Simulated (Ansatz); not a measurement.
Basis sets compared for Li5N2. Total charge 0; doublet. Geometry B3LYP-D4/def2-TZVP. Ansatz on 4 threads of Arm Neoverse V2 on a shared host; times are rough, and most runs start from earlier orbitals.

```
atom   x (Å)   y (Å)   z (Å)
 Li1  -1.598  -0.563   0.000
 Li2  -0.482   1.364  -1.931
 Li3   0.410   1.390   0.881
 Li4   1.189  -0.827  -0.881
 Li5   0.481  -1.366   1.930
  N6  -0.145   0.413  -0.582
  N7   0.146  -0.411   0.583
```

The structure comes from a short search, and lower isomers may exist.

Binding counts from free atoms (Li doublet, N quartet) in the same basis, without a counterpoise term.

| level | functions | energy (Eh) | HOMO (eV) | LUMO (eV) | binding per atom (eV) | wall time |
| --- | --- | --- | --- | --- | --- | --- |
| PBE-D4/def2-SVP | 73 | -146.8046 | -2.12 | -1.82 | 2.34 | 1.4 s |
| PBE-D4/def2-TZVP | 132 | -146.9536 | -2.16 | -1.87 | 2.25 | 2 s |
| r2SCAN-D4/def2-TZVP | 132 | -147.0994 | -2.21 | -1.86 | 2.10 | 4.2 s |
| PBE0-D4/def2-SVP | 73 | -146.8087 | -2.35 | -1.47 | 2.15 | 1.9 s |
| PBE0-D4/def2-TZVP (with forces) | 132 | -146.9558 | -2.38 | -1.49 | 2.07 | 2.5 s |

(1) Estimate the rows for PBE-D4/def2-TZVPD, r2SCAN-D4/def2-TZVPD, PBE0-D4/def2-TZVPD.

Results:

(1) 
| level | functions | energy (Eh) | HOMO (eV) | LUMO (eV) | binding per atom (eV) | wall time |
| --- | --- | --- | --- | --- | --- | --- |
| PBE-D4/def2-TZVPD | 159 | -146.9556 | -2.22 | -1.93 | 2.26 | 2.3 s |
| r2SCAN-D4/def2-TZVPD | 159 | -147.1014 | -2.27 | -1.92 | 2.11 | 5.5 s |
| PBE0-D4/def2-TZVPD | 159 | -146.9578 | -2.43 | -1.56 | 2.08 | 3.4 s |
